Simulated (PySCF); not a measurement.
# Calculated properties of `O=C/C=C\C(Cl)Cl`

Compound: C4H4Cl2O.
Cartesian coordinates in Å at the GFN2-xTB level; atoms count from 1:
```xyz
11
C4H4Cl2O angstrom
O      1.353   -1.574    0.328
C      1.722   -0.429    0.264
C      0.881    0.752    0.037
C     -0.445    0.748   -0.135
C     -1.309   -0.457   -0.126
Cl    -2.144   -0.568   -1.701
Cl    -2.519   -0.279    1.176
H      2.793   -0.178    0.381
H      1.409    1.694    0.010
H     -0.971    1.681   -0.298
H     -0.764   -1.388    0.039
```

Some functional groups and rings: aldehyde, C=C double bond and C–Cl bond.

**GFN2-xTB geometry**

* Point group of the GFN2-xTB geometry: Cs
* Rotational constants A, B, C of the GFN2-xTB geometry: 2.382, 1.152, 0.965 GHz

From CAM-B3LYP/def2-SVPD ground state and vertical TDDFT (core frozen in the response) (PySCF):

* Dipole moment: 3.29 D
* HOMO energy: -9.49 eV
* LUMO energy: -1.65 eV
* HOMO–LUMO gap: 7.84 eV
* Lowest singlet excitation: 3.51 eV (354 nm, f = 0.001)
* Strongest line among the 8 lowest singlet transitions: S2 at 5.51 eV (225 nm, f = 0.292)
* Lowest triplet excitation (Tamm–Dancoff): 3.01 eV
* Static isotropic polarisability: 81.3 au
* Electronic spatial extent ⟨r²⟩ about the centre of nuclear charge: 1207 bohr²

Monoisotopic mass (most abundant isotopes): 137.9639 u.

S1 lies 4.33 eV below the HOMO–LUMO gap; its leading configuration is HOMO→LUMO, weight 0.91. The vertical singlet–triplet gap S1 − T1 is 0.50 eV (TDDFT singlet less Tamm–Dancoff triplet; S1: HOMO→LUMO, weight 0.91; T1: HOMO→LUMO, weight 0.88). The largest Löwdin shares of the HOMO are 0.55 on O1, 0.13 on C2, 0.08 on H8 and 0.07 on C3. A dipole of 3.29 D is allowed in Cs, and pure rotational transitions are dipole-allowed. With B = h/(8π²I), that is 505.379 GHz u Å² over I, the principal moments of inertia are 212.2, 438.5 and 523.5 u Å² (most abundant isotopes).

Isolated species at its GFN2-xTB geometry (one conformer only).
